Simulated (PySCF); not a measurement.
## Gas-phase thermal properties of InCH3

Computed with PySCF (xtb for GFN2) and rigid-rotor harmonic-oscillator thermochemistry at 1 bar. All species are closed-shell singlets. In: scalar-relativistic def2 core potential, no spin-orbit coupling. InCH3: computed as isolated molecules; such fragments, hydroxides, amides, oligomers or adducts are transient or little studied in the gas. The harmonic model lacks anharmonicity and excited electronic states, which grow with temperature; levels with a mode under 35 cm⁻¹ are left out.

```json
[
 {"level": "GFN2-xTB", "point group": "C3v", "σ": "3", "ZPE (kJ/mol)": "84.1", "S°298 (J/mol/K)": "262.8", "Cp298 (J/mol/K)": "53.3", "S°1000 (J/mol/K)": "343.1", "H1000 − H298 (kJ/mol)": "48.6"},
 {"level": "PBE/def2-SVP", "point group": "C3v", "σ": "3", "ZPE (kJ/mol)": "84.7", "S°298 (J/mol/K)": "260.8", "Cp298 (J/mol/K)": "52.9", "S°1000 (J/mol/K)": "342.0", "H1000 − H298 (kJ/mol)": "49.2"},
 {"level": "PBE0/def2-TZVP", "point group": "C3v", "σ": "3", "ZPE (kJ/mol)": "87.4", "S°298 (J/mol/K)": "259.3", "Cp298 (J/mol/K)": "51.7", "S°1000 (J/mol/K)": "339.1", "H1000 − H298 (kJ/mol)": "48.4"}
]
```
σ: rotational symmetry number. Electronic degeneracy used: 1. Frequencies are unscaled.
